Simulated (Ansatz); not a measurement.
Molecule: RuF₃, net charge 0, quartet state. SMILES: [F][Ru]([F])[F]
Geometry: optimised at B3LYP-D3(BJ)/def2-TZVP (Ansatz, a first-principles code).

Property: size of the dipole moment, in D. Conventions: six Cartesian d functions in 6-31G* and its kin unless marked 5d; LANL2DZ with its own core potentials from Na on; dispersion terms only where a functional's name holds one; UHF or UKS for open shells; STO-3G and 3-21G all-electron and non-relativistic; no spin-orbit coupling; def2 sets with scalar-relativistic core potentials past Kr. First-principles rows: single points at B3LYP-D3(BJ) geometries (Ansatz). The spin state of an ion or metal species was assumed, not searched.

```json
[
 {"level": "PBE/LANL2DZ", "program": "Ansatz", "size of the dipole moment (D)": "2.19"},
 {"level": "PBE/def2-SVP", "program": "Ansatz", "size of the dipole moment (D)": "2.00"},
 {"level": "PBE/6-31G* with LANL2DZ past Ar", "program": "Ansatz", "size of the dipole moment (D)": "1.82"},
 {"level": "BLYP/6-31G* with LANL2DZ past Ar", "program": "Ansatz", "size of the dipole moment (D)": "1.78"},
 {"level": "B3LYP/STO-3G", "program": "Ansatz", "size of the dipole moment (D)": "0.76"},
 {"level": "B3LYP/3-21G", "program": "Ansatz", "size of the dipole moment (D)": "2.18"},
 {"level": "B3LYP/LANL2DZ", "program": "Ansatz", "size of the dipole moment (D)": "2.57"},
 {"level": "B3LYP/def2-SVP", "program": "Ansatz", "size of the dipole moment (D)": "2.43"},
 {"level": "B3LYP/6-31G* with LANL2DZ past Ar", "program": "Ansatz", "size of the dipole moment (D)": "2.29"}
]
```

No value to compare with is used here. The 9 habitual levels span 0.76 (B3LYP/STO-3G) to 2.57 D (B3LYP/LANL2DZ).

The levels are drawn from those run, B3LYP/6-31G* more often than the rest, none by its result; left out are runs that failed, that the program found above a lower state of the same kind, or whose <S^2> lies over 0.5 above the pure value.
